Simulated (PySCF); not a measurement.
**Ionisation energy of Se²²⁺ by level of theory**

Se²²⁺ [Ne] 3s2 (1S) → Se²³⁺ [Ne] 3s1 (2S), as a difference of total energies. Calculation: PySCF 2.14, in an even-tempered Gaussian basis (18 s from 2.5 bohr⁻², ratio 2.5; 11 p from 3.2 bohr⁻², ratio 2.5; 5 d from 12 bohr⁻², ratio 2.7; 4 f from 19 bohr⁻², ratio 2.7); the spin-free X2C one-electron Hamiltonian (Gaussian nucleus). Correlated levels: outer shells: 1s2 frozen; virtual orbitals above 40 to 60 times the deepest correlated orbital energy dropped. The calculations carry no spin-orbit coupling.

```
                method  ionisation energy (eV)
                   UHF                  984.75
                   LDA                  988.06
                   PBE                  988.81
                  PBE0                  988.07
                r2SCAN                  985.32
                PBEsol                  987.66
                  BP86                  988.47
    MP2 (outer shells)                  987.52
SCS-MP2 (outer shells)                  987.83
```

How much does correlation contribute at MP2 (outer shells)?

987.52 − (984.75) = 2.77 eV, measured against UHF.

Breit and QED terms and the two-electron picture change are absent.

For comparison: 989.6 ± 1.3 eV (semi-empirical (NIST evaluation); NIST Atomic Spectra Database, ionization energies).
